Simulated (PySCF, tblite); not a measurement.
One entry of a table of gas-phase calculations, keyed by method. Lists by class give the value and the number of equivalent atoms.

```json
{
 "formula": "C6H11OS",
 "smiles": "C=C[C@@](C)([S-])COC",
 "charge": -1,
 "multiplicity": 1,
 "geometry_level": "GFN2-xTB",
 "atoms_angstrom": [
  ["C", -1.416, 1.84, 0.39],
  ["C", -1.695, 0.542, 0.422],
  ["C", -0.925, -0.577, -0.181],
  ["C", -0.803, -1.757, 0.783],
  ["S", -1.953, -1.027, -1.623],
  ["C", 0.442, -0.194, -0.73],
  ["O", 1.349, 0.201, 0.295],
  ["C", 2.592, 0.561, -0.216],
  ["H", -2.113, 2.576, 0.764],
  ["H", -0.501, 2.229, -0.025],
  ["H", -2.64, 0.219, 0.846],
  ["H", -0.361, -2.608, 0.265],
  ["H", -1.792, -2.048, 1.135],
  ["H", -0.177, -1.488, 1.635],
  ["H", 0.324, 0.618, -1.461],
  ["H", 0.857, -1.062, -1.267],
  ["H", 3.071, -0.278, -0.746],
  ["H", 2.514, 1.403, -0.921],
  ["H", 3.218, 0.857, 0.627]
 ],
 "electronic_structure_code": "PySCF",
 "results": {
  "GFN2-xTB geometry": {
   "point_group": "C1",
   "rotational_constants_GHz": [2.281, 1.164, 1.016]
  },
  "PBE0/pcSseg-1 ground state and GIAO shieldings, non-relativistic": {
   "homo_eV": 0.01,
   "lumo_eV": 4.69,
   "shift_vs_computed_TMS_C_by_class_ppm": [
    [158.3, 1],
    [89.6, 1],
    [87.7, 1],
    [60.3, 1],
    [47.3, 1],
    [35.2, 1]
   ],
   "shift_vs_computed_TMS_H_by_class_ppm": [
    [6.32, 1],
    [3.97, 1],
    [3.92, 1],
    [3.58, 1],
    [3.52, 1],
    [3.35, 3],
    [1.22, 3]
   ],
   "shielding_other_nuclei_by_class_ppm": [
    ["O", 298.9, 1],
    ["S", 405.0, 1]
   ],
   "charges_hirshfeld_e_by_atom": [-0.18, -0.06, -0.01, -0.15, -0.56, -0.02, -0.15, -0.05, 0.01, 0.01, 0.02, 0.02, 0.02, 0.0, 0.01, 0.01, 0.02, 0.02, 0.03]
  },
  "GFN2-xTB harmonic vibrations, gas phase": {
   "strongest_ir_bands_cm-1_km_per_mol_modes": [
    [1092.8, 123.3, 1],
    [1674.0, 120.3, 1],
    [2828.2, 87.1, 1],
    [2890.1, 74.8, 1],
    [2962.0, 78.6, 1],
    [3051.6, 115.2, 1]
   ],
   "zpe_kcal_per_mol": 96.9
  }
 }
}
```

The rotational constants make it an asymmetric top with κ = (2B − A − C)/(A − C) = -0.77, nearer the prolate limit (−1). The zero-point energy, half the sum of the 51 harmonic wavenumbers, equals 33910 cm⁻¹ or 406 kJ/mol. With B = h/(8π²I), that is 505.379 GHz u Å² over I, the principal moments of inertia are 221.6, 434.1 and 497.6 u Å² (most abundant isotopes).

 NMR classes are plain means over equivalent atoms (diastereotopic ones count apart unless rotation or inversion swaps them), as if these changed places fast; in this geometry the members of some classes differ. The HOMO energy is positive, so at this level the finite basis confines the outermost electrons. No diffuse functions stand in pcSseg-1, which bears on an anion's orbital energies.

The values belong to the conformer `[CH2:1]=[CH:2][C@@:3]([CH3:4])([S-:5])[CH2:6][O:7][CH3:8]`: C1–C2–C3–C4 136°, C2–C3–C6–O7 67°, C3–C6–O7–C8 -179°.
